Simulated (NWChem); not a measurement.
System: GeHSF, singlet; SMILES [F][Ge][SH]

The following NWChem deck was run.

```
start job
memory heap 200 mb stack 900 mb global 1100 mb
geometry units angstroms noautoz
  Ge    -0.429977     0.512678     0.000000
  F      1.163966     1.249693     0.000000
  S      0.299889    -1.609351     0.000000
  H     -0.962314    -2.096335     0.000000
end
basis spherical
  Ge library def2-svpd
  F library def2-svpd
  S library def2-svpd
  H library def2-svpd
end
dft
  xc slater vwn_5
  iterations 150
  vectors input atomic output neutral.movecs
end
task dft energy
charge 1
dft
  odft
  mult 2
  vectors input atomic output cation.movecs
end
task dft energy
charge -1
dft
  odft
  mult 2
  vectors input atomic output anion.movecs
end
task dft energy
```

Low-valent species are run as closed-shell singlets; no triplet was tried in these runs. Geometry: optimised at PBE0/def2-SVP.

Ions are spin-unrestricted doublets at the neutral geometry; other ion states weren't tried.

### Question
What results follow from this input? (LDA (Slater exchange, VWN5)/def2-SVPD, vertical spin-unrestricted ions.) Quantities: vertical ionisation energy, ΔSCF (eV); −ε(HOMO) (eV).

### Answer
```yaml
vertical ionisation energy, ΔSCF (eV): 10.08
"−ε(HOMO) (eV)": 6.82
```
